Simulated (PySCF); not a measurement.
C₂H₅F, SMILES CCF (connectivity only; charge and spin as stated), charge +1, multiplicity 2. Atoms are numbered in the order given.

```xyz
8

C     -0.1780     1.1981     0.0000
C      0.4278    -0.1139     0.0000
F     -0.3289    -1.1700     0.0000
H      0.5668     1.9924     0.0000
H     -0.8655     1.3057    -0.8627
H     -0.8655     1.3057     0.8627
H      1.3126    -0.2895     0.7383
H      1.3126    -0.2895    -0.7383
```
Charge +1, spin multiplicity 2.

Geometry optimised at PBE0-D3(BJ)/def2-TZVP. The multiplicity is an assumed one; other spin states were not compared.

Two levels are set side by side: PBE/pcH-1 (PySCF) and PBE0/pcH-1 (PySCF). Contact hyperfine couplings, same geometry. Differences are taken from unrounded values.

```csv
quantity,PBE0,PBE,PBE minus PBE0
"A(iso) of 13C, atom C1 (MHz)",-22.4,-19.0,3.4
"A(iso) of 13C, atom C2 (MHz)",-34.3,-29.2,5.1
"A(iso) of 19F, atom F3 (MHz)",131.3,57.7,-73.7
"A(iso) of 1H, atom H4 (MHz)",-5.2,-6.0,-0.8
"A(iso) of 1H, atom H5 (MHz)",183.3,194.3,11.0
"A(iso) of 1H, atom H6 (MHz)",183.3,194.3,11.0
"A(iso) of 1H, atom H7 (MHz)",533.0,497.2,-35.8
"A(iso) of 1H, atom H8 (MHz)",533.0,497.2,-35.8
```

Rough cost on one machine, each run with all the roots and properties that it gave: PBE0 against PBE within a factor of 2.
